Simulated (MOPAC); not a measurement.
Job for MOPAC: PM3 on HCl (SMILES Cl).

```
PM3 1SCF PRECISE CHARGE=0 THREADS=1
ClH

Cl    -0.44229765 1     0.89322134 1    -0.64111788 1
H     -0.26787755 1     0.01493386 1     0.28110514 1
```

The log:

```
*******************************************************************************
 **                                                                           **
 **                              MOPAC v23.2.5                                **
 **                                                                           **
 *******************************************************************************
 ** MOPAC's Digital Object Identifier: https://doi.org/10.5281/zenodo.6511958 **
 **                                                                           **
 ** Please cite the open-source release paper for use of this MOPAC version:  **
 ** J. E. Moussa and J. J. P. Stewart (2026)                                  **
 ** MOPAC: An open-source semiempirical molecular orbital program             **
 ** J. Open Source Softw., 11(119), 8025, https://doi.org/10.21105/joss.08025 **
 *******************************************************************************

                              PM3 CALCULATION RESULTS

 *******************************************************************************
 *  PM3        - The PM3 Hamiltonian to be used
 *
 *
 *
 *                 CHARGE ON SYSTEM = 0
 *
 *
 *
 *  PRECISE    - TIGHTER CRITERIA TO BE USED
 *  1SCF       - DO 1 SCF AND THEN STOP
 *  THREADS=1  - MULTI-THREADING NOT USED
 *  T=         - A TIME OF 172800.0 SECONDS REQUESTED
 *  DUMP=N     - RESTART FILE WRITTEN EVERY 7200.0 SECONDS REQUESTED
 *******************************************************************************
PM3 1SCF PRECISE CHARGE=0 THREADS=1
 ClH

   ATOM   CHEMICAL          X               Y               Z
  NUMBER   SYMBOL      (ANGSTROMS)     (ANGSTROMS)     (ANGSTROMS)

     1      Cl         -0.44229765  *   0.89322134  *  -0.64111788  *
     2       H         -0.26787755  *   0.01493386  *   0.28110514  *



          CARTESIAN COORDINATES

    NO.       ATOM           X           Y           Z

     1        Cl         -0.4423      0.8932     -0.6411
     2         H         -0.2679      0.0149      0.2811

  H: (PM3): J. J. P. STEWART, J. COMP. CHEM. 10, 209 (1989).
 Cl: (PM3): J. J. P. STEWART, J. COMP. CHEM. 10, 209 (1989).

           Empirical Formula: H Cl  =     2 atoms



      MOLECULAR POINT GROUP   :   C*v


      RHF CALCULATION, NO. OF DOUBLY OCCUPIED LEVELS = 4


 -------------------------------------------------------------------------------
 PM3 1SCF PRECISE CHARGE=0 THREADS=1
 ClH



     1SCF WAS SPECIFIED, SO BFGS WAS NOT USED
     SCF FIELD WAS ACHIEVED


                              PM3 CALCULATION
                                                       MOPAC v23.2.5 Linux




          FINAL HEAT OF FORMATION =        -20.37510 KCAL/MOL =     -85.24940 KJ/MOL


          COSMO AREA              =         54.61 SQUARE ANGSTROMS
          COSMO VOLUME            =         37.69 CUBIC ANGSTROMS

          IONIZATION POTENTIAL    =         11.055575 EV
          HOMO LUMO ENERGIES (EV) =        -11.056  1.457
          NO. OF FILLED LEVELS    =          4
          MOLECULAR WEIGHT        =         36.4609         POINT GROUP:  C*v

          MOLECULAR DIMENSIONS (Angstroms)

            Atom       Atom       Distance
            H     2   Cl     1     1.28542
            H     2   Cl     1     0.00000
           Cl     1    H     2     0.00000


          SCF CALCULATIONS        =          1





   ATOM   CHEMICAL          X               Y               Z
  NUMBER   SYMBOL      (ANGSTROMS)     (ANGSTROMS)     (ANGSTROMS)

     1      Cl         -0.44229765  *   0.89322134  *  -0.64111788  *
     2       H         -0.26787755  *   0.01493386  *   0.28110514  *

                             CARTESIAN COORDINATES

   1   Cl       -0.442297650     0.893221340    -0.641117880
   2    H       -0.267877550     0.014933860     0.281105140


           Empirical Formula: H Cl  =     2 atoms



      MOLECULAR POINT GROUP   :   C*v


                  EIGENVALUES
 -55.47298 -14.88331 -11.05557 -11.05557   1.45699


              NET ATOMIC CHARGES AND DIPOLE CONTRIBUTIONS

  ATOM NO.   TYPE          CHARGE      No. of ELECS.   s-Pop       p-Pop
    1         Cl          -0.098154        7.0982     1.96824     5.12992
    2          H           0.098154        0.9018     0.90185
 DIPOLE           X         Y         Z       TOTAL
 POINT-CHG.     0.082    -0.414     0.435     0.606
 HYBRID         0.105    -0.530     0.556     0.775
 SUM            0.187    -0.944     0.991     1.381


          ATOMIC ORBITAL ELECTRON POPULATIONS

     Atom    s        px        py        pz
    1 Cl   1.96824   1.98398   1.59380   1.55214
    2  H   0.90185

 **********************
 *                    *
 * JOB ENDED NORMALLY *
 *                    *
 **********************




 == MOPAC DONE ==
```

The run finished.

Cost: very roughly 0.010 core-seconds.
